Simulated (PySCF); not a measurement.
CH4N, SMILES N[CH2], multiplicity 2. Atoms are numbered in the order given.

```xyz
6

C     -0.7231     0.0781     0.0000
N      0.6518    -0.0952     0.0000
H     -1.2397    -0.1162    -0.9302
H     -1.2397    -0.1162     0.9302
H      1.1277     0.2151     0.8326
H      1.1277     0.2151    -0.8326
```
Charge 0, spin multiplicity 2.

Geometry optimised at PBE0-D3(BJ)/def2-TZVP. The isomer is the one that the SMILES or the coordinates give; other isomers of the formula were not compared.

Two levels are set side by side: PBE/pcH-1 (PySCF) and PBE0/pcH-1 (PySCF). Contact hyperfine couplings, same geometry. Differences are taken from unrounded values.

| quantity | PBE0 | PBE | PBE minus PBE0 |
|---|---|---|---|
| A(iso) of 13C, atom C1 (MHz) | 117.4 | 97.3 | -20.1 |
| A(iso) of 14N, atom N2 (MHz) | 15.7 | 15.6 | -0.1 |
| A(iso) of 1H, atom H3 (MHz) | -41.9 | -33.3 | 8.6 |
| A(iso) of 1H, atom H4 (MHz) | -41.9 | -33.3 | 8.6 |
| A(iso) of 1H, atom H5 (MHz) | 7.7 | 9.6 | 1.9 |
| A(iso) of 1H, atom H6 (MHz) | 7.7 | 9.6 | 1.9 |

Rough cost on one machine, each run with all the roots and properties that it gave: PBE0 against PBE within a factor of 2.
